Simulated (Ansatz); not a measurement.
Start from `[CH3][AlH][GeH3]` and change one atom or group to get `[CH3][AlH][SH]`.

Ansatz, PBE0-D4/def2-TZVP geometries, multiplicity 1. Each molecule was computed in one conformer, which needn't be the lowest.

Scalar relativity is left out up to krypton.

```
                                          property  `[CH3][AlH][GeH3]`
    size of the dipole moment (PBE/def2-TZVPP) / D                1.28
                LUMO energy (PBE0/def2-TZVPP) / eV               -1.68
               HOMO–LUMO gap (PBE/def2-TZVPP) / eV                3.85
                 LUMO energy (PBE/def2-TZVPP) / eV               -2.43
             HOMO–LUMO gap (B3LYP/def2-TZVPP) / eV                5.28
size of the dipole moment (ωB97M-V/def2-TZVPP) / D                1.33
```

(1) Give the same properties after the change, and the shifts. (Estimate.)

Answers

(1) Computed: 
```tsv
property	`[CH3][AlH][SH]`	shift
size of the dipole moment (PBE/def2-TZVPP) / D	0.97	-0.31
LUMO energy (PBE0/def2-TZVPP) / eV	-0.93	0.75
HOMO–LUMO gap (PBE/def2-TZVPP) / eV	4.79	0.94
LUMO energy (PBE/def2-TZVPP) / eV	-1.68	0.75
HOMO–LUMO gap (B3LYP/def2-TZVPP) / eV	6.26	0.98
size of the dipole moment (ωB97M-V/def2-TZVPP) / D	1.08	-0.25
```

With PBE0 the HOMO falls by 0.31 eV and the LUMO rises by 0.75 eV, so the gap widens by about 1.06 eV. PBE moves the HOMO by -0.19 eV and ωB97M-V by -0.48 eV. Dipoles are sizes alone; their direction can turn.

B3LYP here is the variant with VWN-RPA as its local correlation; programs differ in this.
